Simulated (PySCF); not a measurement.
**Correlation energy of Si (silicon, neutral)**

[Ne] 3s1 3p2 4s1, high-spin 5P determinant (an excited configuration). All numbers are calculated (PySCF 2.14, the spin-free X2C one-electron Hamiltonian (Gaussian nucleus), in aug-cc-pVTZ-DK (6s5p3d2f, 50 functions)). Frozen: [Ne]; 4 electrons correlated.

MP2 pair energies summed by pair of shells (mhartree):

| pair | energy | share (%) |
| --- | --- | --- |
| 3p-3p | -6.09 | 38.0 |
| 3p-4s | -5.14 | 32.1 |
| 3s-3p | -3.80 | 23.7 |
| 3s-4s | -0.99 | 6.2 |

Total MP2 correlation energy: -16.01 mhartree.

Same-spin part -16.01 and opposite-spin part 0.00 mhartree; SCS-MP2 scales them by 1/3 and 6/5 to -5.34 mhartree.
